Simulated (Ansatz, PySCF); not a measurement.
Zn(F)(SMe) (CH3FSZn), SMILES C[S][Zn][F]. Atoms are numbered in the order given.

```xyz
7

Zn    -0.6862     0.4775     0.3636
F     -2.0097     1.5335     0.8037
S      0.9551    -0.8431    -0.1650
C      1.3973    -0.1724    -1.8278
H      0.5696    -0.2657    -2.5445
H      2.2365    -0.7841    -2.1882
H      1.7298     0.8736    -1.7762
```
Charge 0, spin multiplicity 1.

The structure is a stationary point at B3LYP-D3(BJ)/def2-SVP. The structure was generated by enumeration; whether it is a known compound was not checked. The values are those of a single conformer.

Two levels are set side by side: PBE-D3(BJ)/def2-SVP (Ansatz, an electronic-structure program) and B3LYP-D3(BJ)/def2-SVP (Ansatz). Each level has its own optimised geometry; the coordinates shown are those of the second. Frequencies come from the Hessian of PySCF at each geometry. Differences are taken from unrounded values.

| quantity | B3LYP-D3(BJ) |
|---|---|
| mean bond length (Å) | 1.511 |
| bond Zn1–F2 (Å) | 1.749 |
| bond Zn1–S3 (Å) | 2.172 |
| bond S3–C4 (Å) | 1.847 |
| bond C4–H5 (Å) | 1.099 |
| bond C4–H6 (Å) | 1.099 |
| bond C4–H7 (Å) | 1.099 |
| highest harmonic wavenumber (cm⁻¹) | 3147 |
| mean harmonic wavenumber (cm⁻¹) | 1187 |
| zero-point energy (kcal/mol) | 25.46 |

Q: What does PBE-D3(BJ) give, and how far is it from B3LYP-D3(BJ)? (Estimate from the structure and the level; the computed values follow.)

A: 
```
quantity                            PBE-D3(BJ)  PBE-D3(BJ) minus B3LYP-D3(BJ)
----------------------------------  ----------  -----------------------------
mean bond length (Å)                     1.514                          0.003
bond Zn1–F2 (Å)                          1.754                          0.004
bond Zn1–S3 (Å)                          2.165                         -0.007
bond S3–C4 (Å)                           1.845                         -0.001
bond C4–H5 (Å)                           1.107                          0.008
bond C4–H6 (Å)                           1.107                          0.008
bond C4–H7 (Å)                           1.107                          0.008
highest harmonic wavenumber (cm⁻¹)        3088                            -59
mean harmonic wavenumber (cm⁻¹)           1158                            -29
zero-point energy (kcal/mol)             24.84                          -0.62
```
